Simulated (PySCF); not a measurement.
SMILES [CH]=C(C)C (C4H7), doublet (CAM-B3LYP/def2-SVP optimised geometry):

```
11

C     -0.782    -0.994     0.000
C     -0.088     0.125     0.000
C     -0.745     1.482     0.000
C      1.425     0.125     0.000
H     -0.573    -2.064     0.000
H     -1.840     1.403     0.006
H     -0.431     2.064     0.882
H     -0.442     2.059    -0.889
H      1.840    -0.892    -0.006
H      1.809     0.661    -0.883
H      1.809     0.651     0.890
```

Calculation: unrestricted CAM-B3LYP/def2-TZVP in PySCF.

Problem. What are the frontier orbital energies (α orbitals alone; a β orbital can be the lowest empty one) and the dipole moment?

Solution. HOMO-2 -11.64 eV, HOMO-1 -8.69 eV, HOMO -8.03 eV, LUMO 1.67 eV, LUMO+1 2.02 eV; dipole moment 1.05 D.

On the same geometry unrestricted PBE/def2-TZVP in PySCF 2.14.0 gives HOMO-2 -8.71 eV, HOMO-1 -6.19 eV, HOMO -5.20 eV, LUMO -0.53 eV, LUMO+1 0.49 eV; dipole moment 1.10 D.

Meta-Löwdin charges at CAM-B3LYP/def2-TZVP: C1 -0.21, C2 0.03, C3 -0.33, C4 -0.32, H5 0.14, H6 0.12, H7 0.11, H8 0.11, H9 0.12, H10 0.12, H11 0.12.
